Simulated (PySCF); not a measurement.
C5H6O2, SMILES Cc1coc(O)c1.

Geometry optimised at TPSSh-D3(BJ)/def2-SVP. The values are those of a single conformer.

Level of theory: TDDFT-CAM-B3LYP/def2-SVPD run with PySCF.

Vertical excitations. Isolated molecule, no solvent. State labels are in the subgroup Cs.

Computed UV-visible absorptions:
```csv
state,symmetry,energy (eV),λ (nm),f,main pairs
S1,A",5.21,238,0.000,HOMO→LUMO 94 %
S2,A',6.06,205,0.166,HOMO→LUMO+2 98 %
S3,A",6.13,202,0.001,HOMO→LUMO+1 86 %
S4,A',6.69,185,0.054,"HOMO→LUMO+4 79 %, HOMO−1→LUMO+2 18 %"
S5,A",6.73,184,0.015,HOMO→LUMO+3 85 %
S6,A",7.07,175,0.000,"HOMO→LUMO+5 41 %, HOMO→LUMO+6 40 %, HOMO→LUMO+7 9 %"
S7,A",7.09,175,0.007,"HOMO→LUMO+5 43 %, HOMO→LUMO+6 43 %"
S8,A",7.33,169,0.005,HOMO−1→LUMO 85 %
S9,A',7.68,161,0.171,"HOMO−1→LUMO+2 47 %, HOMO→LUMO+8 30 %, HOMO→LUMO+4 15 %"
S10,A",7.89,157,0.000,"HOMO−1→LUMO+1 64 %, HOMO→LUMO+7 18 %"
T1,A',3.96,313,0,HOMO→LUMO+2 91 %
T2,A",5.09,244,0,HOMO→LUMO 92 %
T3,A',5.12,242,0,"HOMO→LUMO+4 61 %, HOMO−1→LUMO+2 21 %"
T4,A",6.06,205,0,HOMO→LUMO+1 84 %
```
Triplets are in the Tamm–Dancoff approximation, which puts them higher than full response would, so one can lie above its singlet here.
